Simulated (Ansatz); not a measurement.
Program: Ansatz. Geometries: PBE0-D4/def2-TZVP. ΔE: electronic, gas phase. CBS: MP2 limit from def2 TZ/QZ plus the TZ coupled-cluster correction, frozen cores. Functionals use def2-TZVPP. Each species was taken in one conformer, which may not be the lowest.

Consider the ligand exchange at a B–C bond: `BCC(C)C` + `C[SiH](N)Cl` → `BN[SiH](C)Cl` + `CC(C)C`.

```tsv
level	ΔE (eV)
PBE-D4	-1.40
PBE0	-1.39
MP2/CBS(def2)	-1.41
CCSD/CBS(def2)	-1.40
```

**Question.** What does CCSD(T)/CBS give? (Best estimate.)

**Answer.** The calculation gave: -1.41 eV. The listed levels differ from it by 0.01, 0.02, 0.00, 0.01 eV.

Largest T1 diagnostic among the species: 0.011.

In def2-TZVPP, CCSD(T) changes the Hartree–Fock value by −0.03 eV (the triples alone add −0.01 eV) and MP2 by −0.04 eV.
